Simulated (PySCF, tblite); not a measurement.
Isomers of C5H9F3Si. Level: GFN2-xTB in tblite, geometry and Hessian alike; calculated harmonic values, unscaled, isolated species. Errors from tens to a few hundred cm⁻¹ against measured bands are possible. Modes of hydrogen on silicon can be 10 to 20 % off. One conformer each.

Electronic energies: PBE0/pcSseg-1 single points on the GFN2-xTB geometries (PySCF, gas phase).

| SMILES | electronic energy, lowest = 0 (kcal/mol) |
| --- | --- |
| C=C[C@@H](C[SiH3])C(F)(F)F | 28.0 |
| C[C@@H]1[SiH2]C[C@H]1C(F)(F)F | 16.8 |
| C=C[Si@@H](CC)C(F)(F)F | 24.4 |
| FC(F)(F)[C@@H]1CCC[SiH2]1 | 0.0 |

Task: How do GFN2-xTB zero-point energies change the relative energies?

Result: 
```tsv
SMILES	ZPE (kcal/mol)	of it from modes above 1550 cm⁻¹	electronic (kcal/mol)	with ZPE, lowest = 0 (kcal/mol)	lowest mode (cm⁻¹)	rings
FC(F)(F)[C@@H]1CCC[SiH2]1	82.1	36.4	0.0	0.0	60	1
C[C@@H]1[SiH2]C[C@H]1C(F)(F)F	81.1	36.7	16.8	15.8	37	1
C=C[Si@@H](CC)C(F)(F)F	80.2	40.3	24.4	22.4	20i	0
C=C[C@@H](C[SiH3])C(F)(F)F	78.2	38.3	28.0	24.1	35	0
```

The zero-point energies span 3.9 kcal/mol, from `C=C[C@@H](C[SiH3])C(F)(F)F` to `FC(F)(F)[C@@H]1CCC[SiH2]1`. Slightly imaginary modes are left out of the zero-point energy: `C=C[Si@@H](CC)C(F)(F)F` 20.0i cm⁻¹. The order is unchanged.

Task: And how do the electronic energies of GFN2-xTB itself compare?

Result: `FC(F)(F)[C@@H]1CCC[SiH2]1` 0.0; `C[C@@H]1[SiH2]C[C@H]1C(F)(F)F` 15.9; `C=C[Si@@H](CC)C(F)(F)F` 43.8; `C=C[C@@H](C[SiH3])C(F)(F)F` 25.4 kcal/mol, lowest = 0. Against the energies above, taken from the same isomer `FC(F)(F)[C@@H]1CCC[SiH2]1`, the largest difference is 19.4 kcal/mol.

Task: What do entropy and thermal enthalpy add at 298.15 K and 1 bar (rigid rotor, harmonic oscillator, one conformer each)?

Result: 
```json
{"SMILES": "FC(F)(F)[C@@H]1CCC[SiH2]1", "point group": "C1", "symmetry number": "1", "S (cal/(mol K))": "96.0", "H − H(0) (kcal/mol)": "6.60", "ZPE + H − H(0) − TS (kcal/mol)": "60.1"}
{"SMILES": "C[C@@H]1[SiH2]C[C@H]1C(F)(F)F", "point group": "C1", "symmetry number": "1", "S (cal/(mol K))": "99.5", "H − H(0) (kcal/mol)": "7.00", "ZPE + H − H(0) − TS (kcal/mol)": "58.4"}
{"SMILES": "C=C[C@@H](C[SiH3])C(F)(F)F", "point group": "C1", "symmetry number": "1", "S (cal/(mol K))": "104.3", "H − H(0) (kcal/mol)": "7.54", "ZPE + H − H(0) − TS (kcal/mol)": "54.6"}
```

Not tabulated: `C=C[Si@@H](CC)C(F)(F)F` (lowest mode only 20i cm⁻¹).
